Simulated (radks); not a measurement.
The palladium ion Pd2+, 44 electrons, occupied as [Kr] 4d8 (the NIST ground configuration).

All-electron calculation, scalar-relativistic Kohn-Sham, RPBE, spin-polarised, spherical densities, finite nucleus; open shells are filled with parallel spins first (spin-orbit coupling, left out, can overturn this in heavy ions); Fermi nuclear charge, rms radius 4.5318 fm. Program: a radial shooting solver on a logarithmic mesh with Libxc functionals.

Energy parts (eV):
part                       energy
total                 -137282.396
kinetic                142394.084
electron-nucleus      -330635.498
Hartree                 54862.833
exchange-correlation    -3903.815

Orbitals (lengths in bohr, moments of r in powers of bohr; <r^-3> diverges for s and p1/2):
| orbital | occ. | eigenvalue (eV) | <r^-3> | <1/r> |
|---|---|---|---|---|
| 1s up | 1 | -24191.97 | - | 48.24 |
| 1s down | 1 | -24191.97 | - | 48.24 |
| 2s up | 1 | -3553.980 | - | 10.94 |
| 2s down | 1 | -3553.629 | - | 10.94 |
| 2p up | 3 | -3188.537 | 3503 | 10.58 |
| 2p down | 3 | -3188.274 | 3504 | 10.58 |
| 3s up | 1 | -661.6184 | - | 3.828 |
| 3s down | 1 | -661.4573 | - | 3.828 |
| 3p up | 3 | -541.5303 | 618.2 | 3.646 |
| 3p down | 3 | -541.3413 | 618.1 | 3.646 |
| 3d up | 5 | -350.9997 | 84.15 | 3.419 |
| 3d down | 5 | -350.6884 | 84.13 | 3.419 |
| 4s up | 1 | -111.0662 | - | 1.457 |
| 4s down | 1 | -109.6098 | - | 1.460 |
| 4p up | 3 | -76.7177 | 99.84 | 1.308 |
| 4p down | 3 | -75.1999 | 100.3 | 1.310 |
| 4d up | 5 | -27.9215 | 8.179 | 0.9767 |
| 4d down | 3 | -26.4330 | 8.117 | 0.9715 |
| 5s up | 0 | -20.4569 | - | 0.4932 |
| 5s down | 0 | -19.7835 | - | 0.4828 |
| 5p up | 0 | -14.3073 | 9.120 | 0.4011 |
| 5p down | 0 | -13.8649 | 8.527 | 0.3926 |

The highest occupied level is 4d down at -26.433 eV. Spin moment in Bohr magnetons: 2.
